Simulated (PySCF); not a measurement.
CrH₄O₅, SMILES [OH][Cr]([OH])([OH])([OH])=[O], multiplicity 1.

Coordinates come from a B3LYP-D3(BJ)/def2-SVP optimisation. The multiplicity is an assumed one; other spin states were not compared. One conformer was computed; it need not be the lowest.

All values below come from TDDFT-PBE0/def2-SVPD (PySCF).

Vertical excitations.  State labels are in the subgroup Cs.

Computed UV-visible absorptions:
```json
[
 {"state": "S1", "symmetry": "A\"", "energy (eV)": "2.63", "λ (nm)": "471", "f": "0.000", "main pairs": "HOMO→LUMO+1 89 %"},
 {"state": "S2", "symmetry": "A'", "energy (eV)": "2.76", "λ (nm)": "450", "f": "0.002", "main pairs": "HOMO→LUMO 73 %, HOMO−1→LUMO+1 26 %"},
 {"state": "S3", "symmetry": "A\"", "energy (eV)": "2.83", "λ (nm)": "439", "f": "0.001", "main pairs": "HOMO−1→LUMO 87 %"},
 {"state": "S4", "symmetry": "A\"", "energy (eV)": "3.32", "λ (nm)": "373", "f": "0.000", "main pairs": "HOMO−3→LUMO 75 %, HOMO→LUMO+2 14 %"},
 {"state": "S5", "symmetry": "A\"", "energy (eV)": "3.36", "λ (nm)": "369", "f": "0.000", "main pairs": "HOMO→LUMO+2 81 %, HOMO−3→LUMO 15 %"},
 {"state": "S6", "symmetry": "A'", "energy (eV)": "3.41", "λ (nm)": "364", "f": "0.005", "main pairs": "HOMO−2→LUMO 73 %, HOMO−1→LUMO+1 11 %"},
 {"state": "S7", "symmetry": "A'", "energy (eV)": "3.54", "λ (nm)": "350", "f": "0.018", "main pairs": "HOMO−1→LUMO+1 34 %, HOMO−2→LUMO 21 %, HOMO−3→LUMO+1 21 %, HOMO→LUMO 11 %"},
 {"state": "S8", "symmetry": "A\"", "energy (eV)": "3.59", "λ (nm)": "345", "f": "0.002", "main pairs": "HOMO−2→LUMO+1 92 %"},
 {"state": "S9", "symmetry": "A'", "energy (eV)": "3.78", "λ (nm)": "328", "f": "0.003", "main pairs": "HOMO−3→LUMO+1 46 %, HOMO−1→LUMO+2 25 %, HOMO−1→LUMO+1 10 %, HOMO−5→LUMO 7 %"},
 {"state": "S10", "symmetry": "A'", "energy (eV)": "3.88", "λ (nm)": "319", "f": "0.006", "main pairs": "HOMO−1→LUMO+2 57 %, HOMO→LUMO+3 26 %"},
 {"state": "T1", "symmetry": "A'", "energy (eV)": "2.13", "λ (nm)": "582", "f": "0", "main pairs": "HOMO→LUMO 96 %"},
 {"state": "T2", "symmetry": "A\"", "energy (eV)": "2.44", "λ (nm)": "508", "f": "0", "main pairs": "HOMO−1→LUMO 50 %, HOMO→LUMO+1 47 %"},
 {"state": "T3", "symmetry": "A'", "energy (eV)": "2.54", "λ (nm)": "488", "f": "0", "main pairs": "HOMO−1→LUMO+1 67 %, HOMO−3→LUMO+1 17 %"},
 {"state": "T4", "symmetry": "A\"", "energy (eV)": "2.60", "λ (nm)": "477", "f": "0", "main pairs": "HOMO→LUMO+1 52 %, HOMO−1→LUMO 45 %"}
]
```
Triplets are in the Tamm–Dancoff approximation, which puts them higher than full response would, so one can lie above its singlet here.
